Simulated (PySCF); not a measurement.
# Spinor energies of N(3+) (nitrogen, charge +3)

Start: [He] 2s2. Calculated with PySCF 2.14 in x2c-SVPall-2c (3s2p1d, 14 functions): generalised Hartree-Fock with the X2C-1e Hamiltonian and a Gaussian nucleus; one run each with spin-orbit coupling (SO) switched off, then screened by Boettger's factors.

```json
{"spinor shell": "1s1/2", "electrons": "2", "ε, spin-free (eV)": "-494.27", "ε, screened SO (eV)": "-494.27", "weight of nominal j (screened SO)": "1.000", "rms radius, screened SO (bohr)": "0.264"}
{"spinor shell": "2s1/2", "electrons": "2", "ε, spin-free (eV)": "-74.684", "ε, screened SO (eV)": "-74.684", "weight of nominal j (screened SO)": "1.000", "rms radius, screened SO (bohr)": "1.22"}
```

| quantity | spin-free | screened SO |
| --- | --- | --- |
| E (hartree) | -51.02530 | -51.02530 |
| M_J | 0 | 0 |
| ⟨J²⟩ | 0.000 | 0.000 |
| ⟨L²⟩ | 0.000 | 0.000 |
| ⟨S²⟩ | 0.000 | 0.000 |

Without spin-orbit coupling the j labels of p, d and f shells carry no meaning; the spin-free column gives the mean over the occupied spinors of each nl shell.
